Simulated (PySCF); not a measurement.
This PySCF input asks for the NMR shieldings of `F[BH2-][NH2+][C@@H]1C[C@@H]1CF`, C$_{4}$H$_{10}$BF$_{2}$N; the geometry comes from GFN2-xTB.

```python
import basis_set_exchange as bse
import numpy as np
from pyscf import gto, dft
from pyscf.prop import nmr

atoms = """
F    -2.817905    0.624860    1.013566
B    -1.979431   -0.474705    1.092667
N    -1.154978   -0.381745   -0.368400
C    -0.270650    0.760887   -0.457956
C     0.830553    0.798124   -1.474217
C     1.156882    0.663789   -0.010013
C     1.734091   -0.615630    0.538973
F     3.107299   -0.548958    0.512667
H    -1.166017   -0.364203    1.953550
H    -2.581955   -1.501891    1.047341
H    -1.899203   -0.295979   -1.058736
H    -0.661766   -1.255836   -0.519509
H    -0.806561    1.672437   -0.225947
H     1.053072    1.726707   -1.975025
H     0.971317   -0.073182   -2.097773
H     1.566228    1.534104    0.487651
H     1.445026   -0.766302    1.584502
H     1.465238   -1.496160   -0.054998
"""
names = dict.fromkeys(["F", "B", "N", "C", "H"], "pcSseg-1")
basis = {el: gto.basis.parse(bse.get_basis(n, elements=[el], fmt="nwchem")) for el, n in names.items()}
mol = gto.M(atom=atoms, basis=basis, charge=0, verbose=0)
mf = dft.RKS(mol, xc="PBE0")
mf.grids.level = 2
mf.grids.alignment = dft.numint.BLKSIZE   # the property module wants whole blocks of grid points
mf.conv_tol = 1e-9
mf.kernel()

calc = nmr.RKS(mf)   # GIAO
C = mf.mo_coeff
Co = C[:, mf.mo_occ > 0]
resp = mf.gen_response(singlet=True, hermi=2)
def vind(x):   # induced exchange potential for any number of trial vectors
    d = np.einsum("pi,xij,qj->xpq", C, 2 * x.reshape(-1, C.shape[1], Co.shape[1]), Co, optimize=True)
    return np.einsum("xpq,pi,qj->xij", resp(d - d.transpose(0, 2, 1)), C, Co, optimize=True).ravel()
mo1, _ = nmr.rhf.solve_mo1(calc, with_cphf=vind)
sigma = calc.kernel(mo1)
for i, s in enumerate(sigma):   # ppm
    w = np.linalg.eigvalsh((s + s.T) / 2)
    print("%2d %-2s iso %8.1f  s11 %8.1f  s22 %8.1f  s33 %8.1f" % (i, mol.atom_pure_symbol(i), w.mean(), *w))
```

Problem. What are the results?

Solution. 
```
 0 F  iso    402.7  s11    316.3  s22    362.7  s33    529.3
 1 B  iso    100.9  s11     93.6  s22     98.1  s33    111.2
 2 N  iso    189.8  s11    170.5  s22    191.7  s33    207.3
 3 C  iso    155.8  s11    119.9  s22    146.0  s33    201.3
 4 C  iso    170.5  s11    143.8  s22    162.3  s33    205.6
 5 C  iso    166.6  s11    133.0  s22    161.8  s33    205.0
 6 C  iso     99.3  s11     64.0  s22     85.2  s33    148.8
 7 F  iso    425.3  s11    397.2  s22    422.4  s33    456.2
 8 H  iso     28.4  s11     24.7  s22     30.0  s33     30.7
 9 H  iso     28.4  s11     25.1  s22     28.2  s33     31.8
10 H  iso     28.4  s11     22.6  s22     25.1  s33     37.5
11 H  iso     30.0  s11     22.4  s22     29.8  s33     37.8
12 H  iso     28.6  s11     21.8  s22     28.1  s33     36.0
13 H  iso     30.5  s11     25.0  s22     26.2  s33     40.3
14 H  iso     31.3  s11     26.4  s22     29.0  s33     38.5
15 H  iso     30.1  s11     24.3  s22     27.2  s33     38.9
16 H  iso     26.2  s11     20.3  s22     28.6  s33     29.6
17 H  iso     27.7  s11     22.1  s22     29.9  s33     31.1
```

These numbers come from an equivalent density-fitted implementation of the same equations, which agrees with the script to about 0.01 ppm for H and up to a few tenths of a ppm for heavy atoms, so last digits may differ.

Size and cost of the density-fitted run: 186 basis functions, 68 s wall time on 1 thread of an Intel Xeon, shared host; peak memory 0.77 GiB.
